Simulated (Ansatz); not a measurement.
CH6B2SSi, SMILES `[SiH3]SB1BC1`, 11 atoms. The species carries charge 0 and has multiplicity 1. All runs use 4 threads of a server CPU on a shared host. Correlated methods freeze the cores.

(1) Give the basis size and wall time and peak host memory of each of these runs in Ansatz. RKS PBE0-D4/def2-TZVP relaxation (12 steps); direct RPA on PBE orbitals/def2-TZVPP energy; RKS PBE0-D4/def2-SVP energy; RKS r2SCANh-D4/def2-TZVPP energy; RKS PBE-QIDH (frozen core)/def2-TZVPP energy; RKS ωB97M-V/def2-SVP energy; RKS PBE0-D4/def2-TZVP frequencies; RKS PBE0-D4/def2-QZVPP energy; RKS BLYP-D4/def2-TZVPP energy; RKS ωB97M-V/def2-QZVPP energy; RHF-CCSD(T)/def2-TZVPP energy; RHF-MP2/def2-QZVPP energy. (Estimate.)

## Answers

(1) Computed: Other jobs shared the machine, so times are rough.

| level | job | functions | wall time | peak host memory (GiB) |
| --- | --- | --- | --- | --- |
| RKS PBE0-D4/def2-SVP | energy | 108 | 0.9 s | 0.24 |
| RKS BLYP-D4/def2-TZVPP | energy | 261 | 1.9 s | 0.36 |
| RKS ωB97M-V/def2-SVP | energy | 108 | 3.4 s | 0.34 |
| direct RPA on PBE orbitals/def2-TZVPP | energy | 261 | 4.4 s | 0.64 |
| RKS r2SCANh-D4/def2-TZVPP | energy | 261 | 5.5 s | 0.7 |
| RKS PBE-QIDH (frozen core)/def2-TZVPP | energy | 261 | 6 s | 0.69 |
| RKS PBE0-D4/def2-QZVPP | energy | 491 | 7 s | 1.9 |
| RKS ωB97M-V/def2-QZVPP | energy | 491 | 17 s | 2.3 |
| RHF-MP2/def2-QZVPP | energy | 491 | 19 s | 3.2 |
| RKS PBE0-D4/def2-TZVP | relaxation (12 steps) | 203 | 38 s | 0.55 |
| RHF-CCSD(T)/def2-TZVPP | energy | 261 | 97 s | 5.8 |
| RKS PBE0-D4/def2-TZVP | frequencies | 203 | 2.1 min | 0.57 |
